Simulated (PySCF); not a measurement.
C9H9 (doublet state).
SMILES with atom numbers: `[CH2:1]=[C:2]1[CH:3]=[CH:4][C:5]=[C:6]1/[CH:7]=[CH:8]/[CH3:9]` (hydrogens: H10, H11 on C1; H12 on C3; H13 on C4; H14 on C7; H15 on C8; H16, H17, H18 on C9)

Structure used (GFN2-xTB), in Å, numbered top down from 1:
```
atom  x, y, z in Å
C1    -1.469    2.088    0.248
C2    -1.590    0.765    0.175
C3    -2.838    0.001    0.228
C4    -2.545   -1.312    0.121
C5    -1.120   -1.427    0.000
C6    -0.491   -0.239    0.024
C7     0.905    0.074   -0.069
C8     1.865   -0.844   -0.202
C9     3.319   -0.538   -0.301
H10   -0.518    2.589    0.203
H11   -2.338    2.717    0.357
H12   -3.808    0.450    0.334
H13   -3.231   -2.139    0.123
H14    1.173    1.122   -0.025
H15    1.591   -1.890   -0.245
H16    3.863   -1.026    0.508
H17    3.722   -0.919   -1.239
H18    3.501    0.533   -0.250
```

The hyperfine couplings belong to this conformer and change with its torsions.

Method: UKS B3LYP, pcH-1 on C H, non-relativistic, mean-field spin-orbit, GIAO (PySCF 2.14.0). Geometry: GFN2-xTB, one conformer, isolated molecule. The geometry wasn't refined by DFT: couplings that depend on bond lengths, twists or pyramidal angles can differ widely from those at the functional's own minimum. The SCF solution wasn't tested for stability. ⟨S²⟩ is 0.779 where a pure state has 0.75.

Problem. The isotropic 13C couplings are +442.3, +66.9, +43.1, +34.5, +20.7, +15.7, -6.7, +4.6 MHz. Assign them to C1; C2; C3; C4; C5; C6; C7; C8.

Solution. 
```
site  a_iso (MHz)  ρ(0) (bohr⁻³)                 position  distance from C5 (Å)  spin population  largest |T| (MHz)
  C1         +4.6        +0.0041          3 bonds from C5                  3.54            -0.03                6.4
  C2        +66.9        +0.0595          2 bonds from C5                  2.25            +0.08                8.6
  C3        +43.1        +0.0383          2 bonds from C5                  2.25            +0.08                7.2
  C4        +34.5        +0.0307           1 bond from C5                  1.43            -0.05               16.6
  C5       +442.3        +0.3935  largest spin population                  0.00            +1.08              133.9
  C6        +20.7        +0.0184           1 bond from C5                  1.34            -0.16               26.4
  C7        +15.7        +0.0140          2 bonds from C5                  2.52            +0.06                4.3
  C8         -6.7        -0.0060          3 bonds from C5                  3.05            -0.07               13.1
```

ρ(0) is the spin density at the nucleus and T the dipolar tensor; entries for several nuclei are means. The largest Mulliken spin populations are on C5 (+1.08), C6 (-0.16), C3 (+0.08) and C2 (+0.08). C5 is the only atom above +0.15.

Class means assume fast exchange of nuclei equivalent by connectivity; if that motion is slow, each nucleus keeps its own coupling. The three 1H nuclei of mean -5.0 MHz run from -8.0 to 1.2 MHz in the frozen geometry.

Hardware: an Arm Neoverse V1 with one thread, shared host with 64 logical CPUs at a one-minute load of 55. Cost: 1.9 min (grids of density and orbitals included), 1.1 GiB resident at most.
